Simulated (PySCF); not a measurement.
Sn(Me)2(Cl) (C2H6ClSn), SMILES [Sn]([CH3])([CH3])[Cl], multiplicity 2.

The structure is a stationary point at B3LYP-D3(BJ)/def2-SVP. The multiplicity is an assumed one; no other spin state was optimised. The isomer is the one that the SMILES or the coordinates give; other isomers of the formula were not compared. The def2 effective core potentials stand for the cores of Sn; spin–orbit coupling is left out.

Two levels are set side by side: PBE/def2-TZVP (PySCF) and r2SCAN/def2-TZVP (PySCF). Same geometry, gas phase. Differences are taken from unrounded values.

```csv
quantity,r2SCAN,PBE,PBE minus r2SCAN
α-spin orbital gap (eV),4.57,3.97,-0.60
β-spin orbital gap (eV),2.92,2.41,-0.51
dipole moment (D),3.35,3.19,-0.16
mean polarisability (bohr³),83.1,85.5,2.4
```

Rough cost on one machine, each run with all the roots and properties that it gave: r2SCAN against PBE about 3 times.
